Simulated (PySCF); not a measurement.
HOSi, SMILES O=[SiH] (connectivity only; charge and spin as stated), charge +1, multiplicity 1.

Coordinates come from a PBE0-D3(BJ)/def2-TZVPD optimisation. The spin state was assumed, not searched. The isomer is the one that the SMILES or the coordinates give; other isomers of the formula were not compared.

Two levels are set side by side: PBE/def2-TZVPD (PySCF) and CAM-B3LYP/def2-TZVPD (PySCF). Same geometry, gas phase. Differences are taken from unrounded values.

```
quantity                        PBE
---------------------------  ------
orbital gap (eV)               4.85
highest occupied level (eV)  -15.84
lowest empty level (eV)      -10.99
mean polarisability (bohr³)    22.6
```

Task: These are the PBE values. What does CAM-B3LYP give? (Estimate from the structure and the level; the computed values follow.)

Result: 
```json
[
 {"quantity": "orbital gap (eV)", "CAM-B3LYP": "9.75", "PBE minus CAM-B3LYP": "-4.90"},
 {"quantity": "highest occupied level (eV)", "CAM-B3LYP": "-18.65", "PBE minus CAM-B3LYP": "2.81"},
 {"quantity": "lowest empty level (eV)", "CAM-B3LYP": "-8.90", "PBE minus CAM-B3LYP": "-2.09"},
 {"quantity": "mean polarisability (bohr³)", "CAM-B3LYP": "21.6", "PBE minus CAM-B3LYP": "1.0"}
]
```

Without exact exchange PBE keeps part of each electron's self-repulsion, which lifts occupied levels and narrows the gap. PBE's more diffuse valence density responds more strongly to a field. Differences between two approximate levels are no errors against the true value.

Rough cost on one machine, each run with all the roots and properties that it gave: CAM-B3LYP against PBE within a factor of 2.
